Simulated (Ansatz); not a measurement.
`CB(S)S` and `CBS` differ in one atom or group.

Ansatz, PBE0-D4/def2-TZVP geometries, multiplicity 1. Each molecule was computed in one conformer, which needn't be the lowest.

```tsv
property	`CB(S)S`
HOMO energy (ωB97M-V/def2-TZVPP) / eV	-9.52
HOMO energy (PBE0/def2-TZVPP) / eV	-7.40
size of the dipole moment (PBE/def2-TZVPP) / D	1.01
HOMO energy (B3LYP/def2-TZVPP) / eV	-7.15
HOMO–LUMO gap (PBE0/def2-TZVPP) / eV	6.85
LUMO energy (PBE0/def2-TZVPP) / eV	-0.55
```

Give the same properties after the change, and the shifts. (Estimate.)

Computed: 
```json
{"property": "HOMO energy (ωB97M-V/def2-TZVPP) / eV", "`CBS`": "-10.29", "shift": "-0.77"}
{"property": "HOMO energy (PBE0/def2-TZVPP) / eV", "`CBS`": "-8.10", "shift": "-0.70"}
{"property": "size of the dipole moment (PBE/def2-TZVPP) / D", "`CBS`": "0.45", "shift": "-0.56"}
{"property": "HOMO energy (B3LYP/def2-TZVPP) / eV", "`CBS`": "-7.85", "shift": "-0.70"}
{"property": "HOMO–LUMO gap (PBE0/def2-TZVPP) / eV", "`CBS`": "7.34", "shift": "0.49"}
{"property": "LUMO energy (PBE0/def2-TZVPP) / eV", "`CBS`": "-0.76", "shift": "-0.21"}
```

With PBE0 the HOMO falls by 0.70 eV and the LUMO falls by 0.21 eV, so the gap widens by about 0.49 eV. PBE moves the HOMO by -0.71 eV and ωB97M-V by -0.77 eV. Dipoles are sizes alone; their direction can turn.

B3LYP here is the variant with VWN-RPA as its local correlation; programs differ in this.
